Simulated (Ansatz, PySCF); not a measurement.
Process, species as SMILES: S[Si](S)(Cl)Cl [dichloro-bis(sulfanyl)silane] -> S[Si](S)Cl + Cl atom (the Cl-Si bond at the site shown breaks; other sites are not compared here)
Each molecule is optimised on its own at B3LYP-D3(BJ)/def2-TZVP (Ansatz, a quantum-chemistry and plane-wave program), one conformer each, not searched for the lowest.

Quantity: bond dissociation energy (0 K, with B3LYP-D3(BJ) harmonic zero-point energies from PySCF), in kcal/mol. Correlated levels leave the core frozen unless marked. Open shells are spin-unrestricted. No spin-orbit coupling. Non-relativistic. CBS(X,Y): correlation extrapolated as X^-3; Hartree-Fock from the larger set.

| level | program | bond dissociation energy (kcal/mol) |
|---|---|---|
| PBE-D3(BJ)/def2-TZVPD | Ansatz + dftd3 | 104.1 |
| PBE0/def2-QZVPP | Ansatz | 103.3 |
| CAM-B3LYP-D3(BJ)/def2-TZVPD | Ansatz + dftd3 | 103.3 |
| B2PLYP-D3(BJ)/def2-TZVPD | Ansatz + dftd3 | … |
| RPA@PBE/cc-pV(Q+d)Z | Ansatz | … |
| SCS-MP2/cc-pV(Q+d)Z | Ansatz | 110.5 |
| CCSD(T)/CBS(cc-pV(T+d)Z,cc-pV(Q+d)Z) | Ansatz | … |

**Question.** Complete the blanks.

**Answer.** 
- B2PLYP-D3(BJ)/def2-TZVPD, bond dissociation energy (kcal/mol): 104.5
- RPA@PBE/cc-pV(Q+d)Z, bond dissociation energy (kcal/mol): 97.5
- CCSD(T)/CBS(cc-pV(T+d)Z,cc-pV(Q+d)Z), bond dissociation energy (kcal/mol): 109.6
